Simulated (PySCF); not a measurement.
## Radial density of Ti²⁺ (titanium, charge +2)

M06-2X, [Ar] 3d2, high-spin 3F determinant. Computed with PySCF 2.14 in aug-cc-pVDZ-DK, with the spin-free X2C one-electron Hamiltonian (Gaussian nucleus).

| r (bohr) | 4πr²ρ (e/bohr) | 4πr²(ρα − ρβ) |
| --- | --- | --- |
| 0.00124 | 0.1783 | 0.0000 |
| 0.00209 | 0.4559 | 0.0000 |
| 0.00351 | 1.141 | 0.0000 |
| 0.00591 | 2.755 | 0.0000 |
| 0.00994 | 6.250 | 0.0001 |
| 0.0167 | 12.69 | 0.0001 |
| 0.0281 | 21.29 | 0.0002 |
| 0.0473 | 26.17 | 0.0004 |
| 0.0795 | 21.79 | 0.0015 |
| 0.134 | 20.73 | 0.0106 |
| 0.225 | 28.08 | 0.0696 |
| 0.379 | 15.78 | 0.3545 |
| 0.637 | 8.278 | 1.0346 |
| 1.07 | 9.219 | 1.3580 |
| 1.80 | 2.195 | 0.6896 |
| 3.03 | 0.1401 | 0.1096 |
| 5.10 | 0.002700 | 0.0027 |
| 8.57 | 1.592e-05 | 0.0000 |

Densities and radii are taken from the X2C orbitals without a picture-change correction, which distorts them close to the nucleus.
